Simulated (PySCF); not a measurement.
Spinor energies of Ho⁵⁷⁺ (holmium, charge +57)

Start: [Ne]. Calculated with PySCF 2.14 in an uncontracted even-tempered set (17 s from 38 bohr⁻², ratio 2.4; 13 p from 50 bohr⁻², ratio 2.4; 5 d from 180 bohr⁻², ratio 2.6; 4 f from 270 bohr⁻², ratio 2.6): generalised Hartree-Fock with the X2C-1e Hamiltonian and a Gaussian nucleus; one run each with spin-orbit coupling (SO) switched off, then screened by Boettger's factors.

| spinor shell | electrons | ε, spin-free (eV) | ε, screened SO (eV) | weight of nominal j (screened SO) | rms radius, screened SO (bohr) |
| --- | --- | --- | --- | --- | --- |
| 1s1/2 | 2 | -60553.8 | -60544.7 | 1.000 | 0.0235 |
| 2s1/2 | 2 | -13816.8 | -13814.6 | 1.000 | 0.0934 |
| 2p1/2 | 2 | -12774.9 | -13404.6 | 1.000 | 0.0796 |
| 2p3/2 | 4 | -12774.9 | -12511.3 | 1.000 | 0.0859 |

```tsv
quantity	spin-free	screened SO
E (hartree)	-8882.24887	-8890.17574
M_J	0	0
⟨J²⟩	0.000	0.000
⟨L²⟩	0.000	0.022
⟨S²⟩	0.000	0.022
```

Breit and QED terms are absent; they matter most for the inner s and p1/2 levels.

Densities and radii are taken from the X2C orbitals without a picture-change correction, which distorts them close to the nucleus.

Without spin-orbit coupling the j labels of p, d and f shells carry no meaning; the spin-free column gives the mean over the occupied spinors of each nl shell.
